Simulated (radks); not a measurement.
Task: These are the eigenvalues of the occupied orbitals of an atom or ion with whole-number occupations (eV). Method: scalar-relativistic Kohn-Sham, PBE, spin-polarised, spherical densities, finite nucleus; Fermi nuclear charge, rms radius of each element as measured or else 0.836 A^(1/3) + 0.57 fm; computed with a radial shooting solver on a logarithmic mesh with Libxc functionals.

1s down: -57904.66
1s up: -57904.65
2s up: -10182.20
2s down: -10182.16
2p up: -9069.125
2p down: -9069.098
3s up: -2710.345
3s down: -2708.686
3p up: -2371.570
3p down: -2369.919
3d up: -1947.403
3d down: -1946.146
4s up: -944.0707
4s down: -941.0935
4p up: -827.5157
4p down: -824.6344
4d up: -671.9356
4d down: -669.1028
4f up: -500.2333

Which element is it, and in what charge state? The configuration may be excited. Open shells, if any, are filled with parallel spins first.

Result: Z = 68, erbium, charge +20: Er20+ in [Kr] 4d10 4f2. The list shows which subshells hold electrons but not how many an open one holds; the 1s level, -2128 hartree, gives Z - s = 65.2 by -(Z - s)^2/2, which with screening and relativity narrows Z to a few neighbours, and the depths of the outer levels then fix element, charge and occupations together.
